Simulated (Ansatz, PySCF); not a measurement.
PySCF was given this input:
```python
from pyscf import gto, scf, dft

mol = gto.Mole()
mol.atom = '''
    Cl   -0.00000000   -0.00000000   -0.49281646
    O     0.00000000    0.00000000    1.04723499
'''
mol.basis = 'cc-pvtz'
mol.spin = 1
mol.verbose = 4
mol.build()

mf = dft.UKS(mol)
mf.xc = 'blyp'
mf.grids.atom_grid = (99, 590)
mf.grids.prune = None
mf.kernel()
```

Write the same job for Ansatz (a quantum-chemistry and plane-wave program).

This is not unique; one that fits is 
Ansatz 0.2 input:
```yaml
crystal:
  periodic: [false, false, false]
  atoms:
    - {symbol: Cl, position_ang: [-0.00000000, -0.00000000, -0.49281646]}
    - {symbol: O, position_ang: [0.00000000, 0.00000000, 1.04723499]}
basis:
  gaussian:
    orbitals: cc-pVTZ
hamiltonian:
  xc: blyp
magnetization: {spin_polarized: true, initial_magnetization: 1}
accuracy: high
```

Both were run: PySCF gave -535.349498 Eh and Ansatz -535.349498 Eh, 0.000 mEh apart.
